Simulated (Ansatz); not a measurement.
The cluster B₃F₂⁺, relaxed as a singlet with RKS PBE-D4/def2-SVP in Ansatz, starting from the PBE-D4/def2-SVP geometry of the neutral doublet. Force threshold 0.02 eV/Å.

A triplet lies near this restricted singlet, and broken spin symmetry wasn't tried. An occupied level lies above an empty one. At PBE0-D4/def2-TZVP a triplet of charge 1 lies 0.82 eV below the restricted singlet, each at its own geometry. The structure comes from a short search, and lower isomers may exist.

Start:

```xyz
5

B    -0.002    0.000    0.001
B     0.441    0.143    1.451
B    -0.442   -0.142   -1.451
F     0.818    0.264    2.683
F    -0.816   -0.263   -2.683
```

Task: Estimate the energy that the relaxation releases and the steps that it takes.

Result: 16.5 kJ/mol, in 4 steps; 9.5 s on 4 threads of Arm Neoverse V1 on a shared host. No frequencies were taken in this run, so the end may be a saddle point.

Task: Does the start keep its bonding and symmetry?

Result: By distances, no bond broke or formed. The bond that changes most is B1–B2, from 1.52 to 1.58 Å (atoms count from 1). Point group D∞h at the start, D∞h at the end, both within 0.05 Å.

Task: Predict the relaxed structure.

Result: 
```tsv
atom	x (Å)	y (Å)	z (Å)
B1	-0.0005	-0.0001	0.0002
B2	0.4576	0.1477	1.5034
B3	-0.4578	-0.1477	-1.5033
F4	0.8226	0.2653	2.7007
F5	-0.8219	-0.2653	-2.7009
```
Bond lengths: 2 × B–B 1.58 Å; 2 × B–F 1.26 Å.
